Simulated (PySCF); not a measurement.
F3OSi, SMILES [O][Si](F)(F)F (connectivity only; charge and spin as stated), charge -1, multiplicity 1. Heavy atoms are numbered as in [O:1][Si:2]([F:3])([F:4])[F:5].

Geometry: PBE0-D3(BJ)/def2-SVPD. The spin state was assumed, not searched. The isomer is the one that the SMILES or the coordinates give; other isomers of the formula were not compared.

The numbers are results of PBE/def2-SVPD (PySCF), not measurements.

Mulliken values depend strongly on the basis, most of all with diffuse functions as here. ESP charges are fitted to the potential on shells at 1.4 to 2.0 van der Waals radii. Atomic charges (e), one atom of each kind:

```tsv
atom	meta-Löwdin	ESP fit	Mulliken
O1	-0.93	-0.83	-0.90
Si2	1.56	0.98	1.89
F3	-0.54	-0.38	-0.66
```
